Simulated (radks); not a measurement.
The numbers below are computed, except where a source is named.
All-electron atom: Tc XXI in [Ar] 3d5.

Code: a radial shooting solver on a logarithmic mesh with Libxc functionals. Model: Dirac Kohn-Sham, PBE, spin-unpolarised, spherical densities, point nucleus; open shells fill j = l - 1/2 first.

Energy parts (hartree):
| part | energy |
|---|---|
| total | -4073.32748 |
| kinetic | 4240.46515 |
| electron-nucleus | -9249.74467 |
| Hartree | 1041.38471 |
| exchange-correlation | -105.43267 |

Orbitals (lengths in bohr, moments of r in powers of bohr; r(max) is where P^2 peaks; r(90%) holds 90 % of the orbital's charge):
orbital,occ.,eigenvalue (hartree),r(max),<r>,r(90%),small-component weight
1s1/2,2,-792.3118,0.02228,0.03428,0.0614,2.46e-02
2s1/2,2,-134.7936,0.1261,0.1487,0.230,5.11e-03
2p1/2,2,-126.4038,0.09802,0.1266,0.207,5.11e-03
2p3/2,4,-122.0318,0.1019,0.1312,0.213,4.94e-03
3s1/2,2,-41.35182,0.3607,0.3922,0.574,1.57e-03
3p1/2,2,-38.19453,0.3455,0.3812,0.570,1.52e-03
3p3/2,4,-37.33988,0.3538,0.3896,0.581,1.48e-03
3d3/2,4,-32.03807,0.2892,0.3532,0.550,1.38e-03
3d5/2,1,-31.85942,0.2915,0.3558,0.553,1.37e-03
4s1/2,0,-19.18248,0.7882,0.8034,1.13,6.41e-04
4p1/2,0,-17.96002,0.7952,0.8117,1.16,6.16e-04
4p3/2,0,-17.69888,0.8083,0.8237,1.17,6.06e-04
4d3/2,0,-15.74196,0.8040,0.8258,1.20,5.54e-04
4d5/2,0,-15.68748,0.8075,0.8291,1.20,5.51e-04

The highest occupied level is 3d5/2 at -866.94 eV. Summed over all electrons, <r^2> = 2.301 bohr^2, which gives a Langevin (diamagnetic) susceptibility term of -1.82 x 10^-6 cm^3/mol. For comparison, the ionisation energy in NIST's Atomic Spectra Database is 904 eV (theoretical). In exact Kohn-Sham theory the highest level is minus the ionisation energy, but local and semilocal functionals leave it too shallow, through self-interaction and a potential that decays too fast; potentials with the right tail come closer. The density falls to 0.001 e/bohr^3 at r = 1.16 bohr.

Beside tabulated values, note that spin-unpolarised runs miss the spin-polarisation part of the exchange energy of open shells.
